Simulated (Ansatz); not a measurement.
The cluster Mo₃Se₈. Charge 0, multiplicity 1. Geometry PBE-D4/def2-SVP.

```tsv
atom	x (Å)	y (Å)	z (Å)
Mo1	0.098	-1.443	-0.297
Mo2	-1.000	1.067	0.204
Mo3	1.501	0.524	0.663
Se4	0.809	2.667	-0.279
Se5	-2.753	1.194	-1.537
Se6	2.245	0.420	2.809
Se7	2.413	-1.001	-1.011
Se8	0.166	-2.486	1.697
Se9	-0.807	0.138	-2.451
Se10	-1.405	1.119	2.418
Se11	-1.267	-2.201	-2.217
```

In the def2 sets Mo takes a core potential; there is no spin–orbit coupling. Single mean-field runs in def2-TZVP are fitted with def2-universal-jkfit. The restricted singlet is unstable towards broken spin symmetry in Hartree–Fock (as tested in another run); at PBE-D4/def2-SVP, PBE-D4/def2-TZVP, r2SCAN-D4/def2-TZVP, PBE0-D4/def2-SVP and others this wasn't settled. Another isomer (singlet) lies 0.41 eV lower at PBE0-D4/def2-TZVP; other spin states weren't run for this one.

(1) Estimate the orbital energies around the gap (eV) in Ansatz with PBE-D4/def2-SVP, PBE-D4/def2-TZVP, r2SCAN-D4/def2-TZVP, PBE0-D4/def2-SVP, PBE0-D4/def2-TZVP.

Answers

(1) 
```
orbital  PBE-D4/def2-SVP  PBE-D4/def2-TZVP  r2SCAN-D4/def2-TZVP  PBE0-D4/def2-SVP  PBE0-D4/def2-TZVP
 HOMO−9            -7.38             -7.38                -7.70             -8.51              -8.47
 HOMO−8            -7.06             -7.05                -7.38             -8.22              -8.17
 HOMO−7            -7.00             -7.01                -7.32             -8.09              -8.06
 HOMO−6            -6.76             -6.78                -7.07             -7.81              -7.80
 HOMO−5            -6.52             -6.52                -6.81             -7.64              -7.60
 HOMO−4            -6.49             -6.51                -6.80             -7.57              -7.54
 HOMO−3            -6.30             -6.31                -6.59             -7.33              -7.30
 HOMO−2            -6.04             -6.07                -6.33             -7.00              -6.99
 HOMO−1            -5.76             -5.77                -6.06             -6.88              -6.85
   HOMO            -5.70             -5.72                -5.96             -6.67              -6.65
   LUMO            -4.65             -4.67                -4.75             -4.16              -4.14
 LUMO+1            -4.36             -4.38                -4.40             -3.73              -3.70
 LUMO+2            -4.04             -4.04                -4.06             -3.47              -3.43
 LUMO+3            -3.99             -3.99                -4.06             -3.39              -3.34
 LUMO+4            -3.89             -3.89                -3.90             -3.22              -3.17
 LUMO+5            -3.45             -3.47                -3.49             -2.88              -2.87
```
